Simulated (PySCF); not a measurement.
C₄H₇FSi, SMILES C=C/C=C(\F)[SiH3]. The structure is a stationary point at ωB97X-D3(BJ)/def2-SVP. The structure was generated by enumeration; whether it is a known compound was not checked. One conformer was computed; it need not be the lowest.

These are ωB97X-D3(BJ)/def2-SVP in PySCF values and carry that method's errors.

Harmonic wavenumbers (cm⁻¹): 105, 138, 141, 178, 253, 399, 418, 453, 662, 694, 714, 826, 914, 938, 951, 960, 970, 971, 1052, 1107, 1217, 1294, 1332, 1440, 1711, 1782, 2270, 2270, 2276, 3168, 3212, 3218, 3272. Rotational constants (GHz): 6.743, 1.353, 1.142; symmetry number 1.

Question: Work out the zero-point energy and the ideal-gas rigid-rotor harmonic-oscillator thermochemistry at 298.15 K and 1 atm.

Answer: ZPE = ½ Σ hcν = ½ × 41304 cm⁻¹ = 247.05 kJ/mol. H − E(el) = 269.53 kJ/mol. Entropy in J/(mol K): translation 166.45, rotation 116.42, vibration 74.37, total 357.24. G − E(el) = 163.01 kJ/mol. Cp = 119.73 J/(mol K). Modes under 150 cm⁻¹ make the vibrational entropy uncertain.
